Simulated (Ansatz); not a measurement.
Computed with Ansatz on PBE0-D4/def2-TZVP structures; ΔE is electronic, products minus reactants. CCSD(T)/CBS is the MP2 limit (def2-TZVPP, def2-QZVPP) plus CCSD(T) − MP2 in def2-TZVPP, frozen cores. This one scheme is used for every species. DFT in def2-TZVPP. Each species was taken in one conformer, which may not be the lowest.

Consider the formal hydrolysis of a B–O bond: `OB(O[SiH3])O[SiH3]` + H₂O → `OB(O)O[SiH3]` + `O[SiH3]`.

`OB(O[SiH3])O[SiH3]`:

Z-matrix (Å, degrees):
```
Si
O 1 1.636
H 1 1.482 2 108.2
H 1 1.484 2 109.7 3 119.8
H 1 1.488 2 110.4 3 -119.6
B 2 1.359 1 143.1 3 137.7
O 6 1.361 2 117.2 1 -162.5
O 6 1.371 2 123.5 1 17.7
H 7 0.959 6 111.7 2 -178.9
Si 8 1.643 6 138.9 2 11.1
H 10 1.484 8 109.9 6 -97.3
H 10 1.483 8 107.6 6 143.3
H 10 1.487 8 110.5 6 23.8
```

H₂O:

Z-matrix (Å, degrees):
```
O
H 1 0.960
H 1 0.960 2 105.1
```

`OB(O)O[SiH3]`:

Cartesian coordinates in Å:
```
O -0.140 -1.515 0.759
B 0.775 -0.566 0.403
O 2.096 -0.757 0.691
O 0.353 0.562 -0.238
Si -1.167 1.024 -0.694
H 0.261 -2.265 1.202
H 2.640 -0.025 0.393
H -1.745 0.048 -1.651
H -2.053 1.152 0.489
H -1.020 2.343 -1.354
```

`O[SiH3]`:

```xyz
6

O    -0.106    0.357    1.226
Si   -0.072   -0.231   -0.312
H     0.398    1.150    1.413
H    -0.606    0.756   -1.291
H    -0.925   -1.442   -0.303
H     1.311   -0.590   -0.733
```

```
             level  ΔE (kJ/mol)  difference from CCSD(T)/CBS
           PBE0-D4         -7.6                         -2.2
           ωB97X-V         -9.4                         -4.0
              PBE0        -13.9                         -8.5
     HF/def2-TZVPP        -13.6                         -8.2
CCSD(T)/def2-TZVPP         -8.9                         -3.5
     HF/def2-QZVPP        -12.3                         -6.9
    MP2/def2-QZVPP         -6.9                         -1.5
SCS-MP2/def2-QZVPP         -8.2                         -2.8
     MP2/CBS(def2)         -5.9                         -0.5
    CCSD/CBS(def2)         -6.0                         -0.6
       CCSD(T)/CBS         -5.4                            0
```

Largest T1 diagnostic among the species: 0.012.

The D4 term adds +10.8 kJ/mol with B3LYP and +6.3 kJ/mol with PBE0; it sums over pairs of atoms, weighted by their polarisabilities, and B3LYP, whose exchange is more repulsive, gets the larger term. In def2-TZVPP, CCSD(T) changes the Hartree–Fock value by +4.7 kJ/mol (the triples alone add +0.6 kJ/mol) and MP2 by +4.2 kJ/mol.

B3LYP here is the variant with VWN-RPA as its local correlation; programs differ in this.
